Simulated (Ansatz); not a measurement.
`[Cl][K]` + NH₃ → `[NH2][K]` + HCl  (ligand exchange at a K–Cl bond)

Program: Ansatz. Geometries: PBE0-D4/def2-TZVP. ΔE: electronic, gas phase. CBS: MP2 limit from def2 TZ/QZ plus the TZ coupled-cluster correction, frozen cores. This one scheme is used for every species. DFT in def2-TZVPP. For K outer-core shells are correlated without core-valence functions, which leaves a few kJ/mol of doubt a bond. Scalar relativity is left out up to krypton.

```json
{"level": "LDA (SPW92)", "ΔE (eV)": "2.34"}
{"level": "r2SCAN-D4", "ΔE (eV)": "2.53"}
{"level": "B97M-V", "ΔE (eV)": "2.56"}
{"level": "ωB97M-V", "ΔE (eV)": "2.50"}
{"level": "SCS-MP2/def2-TZVPP", "ΔE (eV)": "2.47"}
{"level": "CCSD(T)/def2-TZVPP", "ΔE (eV)": "2.45"}
{"level": "CCSD/def2-QZVPP", "ΔE (eV)": "2.52"}
{"level": "MP2/CBS(def2)", "ΔE (eV)": "2.47"}
```

(1) What does CCSD(T)/CBS give? (Estimate.)

(2) What do rigid-rotor, harmonic-oscillator terms from PBE0-D4/def2-TZVP frequencies (298.15 K, 1 bar) make of the CCSD(T)/CBS value? (Best estimate.)

Largest T1 diagnostic among the species: 0.010.

Answers

(1) Ansatz gave: +2.47 eV. The listed levels differ from it by -0.13, 0.06, 0.09, 0.03, 0.00, -0.02, 0.05, 0.00 eV.

(2) Computed: ΔZPE = -0.18 eV, ΔH = +2.30 eV, ΔS = 10 J/(mol·K), ΔG = +2.27 eV.

From PBE to PBE0 (25 % exact exchange), in def2-TZVPP and without D4, ΔE moves by +0.15 eV. Leaving LDA and LC-ωPBE aside and taking each functional with its dispersion term where it has one, the values, not all of them listed here, spread over 0.29 eV, from BLYP-D4 to BHLYP-D4. LDA lies −0.04 eV from PBE without D4. In def2-TZVPP, CCSD(T) changes the Hartree–Fock value by −0.40 eV (the triples alone add −0.05 eV) and MP2 by −0.40 eV.
